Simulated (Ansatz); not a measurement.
A thermochemical cycle in electronic energies (no zero-point or thermal terms), species as SMILES, kcal/mol. Geometries: B3LYP-D3(BJ)/def2-TZVP minima from Ansatz (a first-principles code). Correlated levels leave the core frozen unless marked. UHF or UKS for open shells. No spin-orbit coupling. No relativistic terms. Basis-set limits of correlation are two-point, X^-3; Hartree-Fock from the larger set. The bracket is a focal-point correction in the basis named. Anions need diffuse functions, of which def2-TZVPD holds fewer than the aug- sets.

```json
[
 {"step": "electron affinity EA, positive where the anion is bound: [CH2]Cl + e- → [CH2-]Cl", "RI-MP2/CBS(aug-cc-pV(T+d)Z,aug-cc-pV(Q+d)Z)+[CCSD(T)-MP2]/aug-cc-pV(T+d)Z (Ansatz)": "16.0", "r2SCAN-D4/def2-TZVPD (Ansatz + dftd4)": "9.4"},
 {"step": "deprotonation energy A: CCl (CH3Cl) [chloromethane] → [CH2-]Cl + H+", "RI-MP2/CBS(aug-cc-pV(T+d)Z,aug-cc-pV(Q+d)Z)+[CCSD(T)-MP2]/aug-cc-pV(T+d)Z (Ansatz)": "405.2", "r2SCAN-D4/def2-TZVPD (Ansatz + dftd4)": "405.5"},
 {"step": "ionisation of the H atom at the same level, IE", "RI-MP2/CBS(aug-cc-pV(T+d)Z,aug-cc-pV(Q+d)Z)+[CCSD(T)-MP2]/aug-cc-pV(T+d)Z (Ansatz)": "313.7", "r2SCAN-D4/def2-TZVPD (Ansatz + dftd4)": "313.7"}
]
```

Find the bond energy D: CCl (CH3Cl) [chloromethane] -> [CH2]Cl + H atom.

Breaking the bond, ionising the H atom and attaching the electron to the radical add up to the deprotonation, A = D + IE - EA. At RI-MP2/CBS(aug-cc-pV(T+d)Z,aug-cc-pV(Q+d)Z)+[CCSD(T)-MP2]/aug-cc-pV(T+d)Z: D = A - IE + EA = 405.2 - 313.7 + 16.0 = 107.5. At r2SCAN-D4/def2-TZVPD: D = A - IE + EA = 405.5 - 313.7 + 9.4 = 101.2. The functional differs from the first level by -6.3 in D, -6.6 in EA and +0.3 in A; for EA and A the gap mixes functional and basis.
